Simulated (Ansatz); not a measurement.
Relaxation of BH5OSi2 (9 atoms, charge 0, multiplicity 1), to a largest force component of 0.02 eV/Å in at most 50 steps.

Method: RKS PBE0-D4/6-31G* (Ansatz).

```xyz
9
Properties=species:S:1:pos:R:3:forces:R:3
Si 0.107 1.272 -1.139 -1.82 1.07 -0.90
B -0.327 -0.385 -0.299 0.41 -1.57 3.20
O -1.283 -1.209 0.468 -2.67 -0.16 -0.12
Si 0.257 -1.427 1.311 2.94 -1.16 -0.64
H 1.452 1.316 -1.644 1.00 -0.14 -0.18
H -0.133 2.419 -0.180 0.11 -0.45 -0.07
H -0.825 1.511 -2.285 0.16 0.36 -0.19
H 0.137 -0.764 2.621 -0.34 1.04 0.41
H -1.975 -1.893 0.651 0.21 1.01 -1.51
```

Question: Where does it end, and by what steps?

Answer: The forces met the threshold. After 39 steps the energy has fallen by 2.886 eV; H9 moved furthest, 1.82 Å. Parted: Si1–B2, O3–Si4. Joined: Si1–Si4.

```
step  energy less start (eV)  largest force component (eV/Å)  accepted
   0                  0.0000                           3.199       yes
   2                 -1.4532                           1.111       yes
   4                 -1.8030                           0.986       yes
   6                 -1.9525                           1.221       yes
   8                 -2.0779                           1.263       yes
  10                 -2.2503                           0.423       yes
  12                 -2.3041                           0.283       yes
  14                 -2.3166                           0.218       yes
  16                 -2.3269                           0.089       yes
  18                 -2.3724                           0.490       yes
  20                 -2.5126                           1.117       yes
  22                 -2.7649                           0.997       yes
  24                 -2.8401                           0.332       yes
  26                 -2.8614                           0.131       yes
  28                 -2.8682                           0.319       yes
  30                 -2.8755                           0.135       yes
  32                 -2.8793                           0.260       yes
  34                 -2.8832                           0.134       yes
  36                 -2.8854                           0.035       yes
  38                 -2.8856                           0.028       yes
  39                 -2.8857                           0.006       yes
```

```xyz
9
Properties=species:S:1:pos:R:3
Si 0.377 0.818 -0.734
B -0.832 -1.081 0.455
O -2.140 -1.080 0.406
Si 1.065 -1.121 0.524
H 1.374 1.899 -0.483
H -0.960 1.471 -0.475
H 0.364 0.513 -2.195
H 0.715 -0.351 1.812
H -2.553 -0.229 0.192
```

Time of the run: 2.7 min on 1 thread of Arm Neoverse V1 (shared host), peak memory 0.15 GiB.
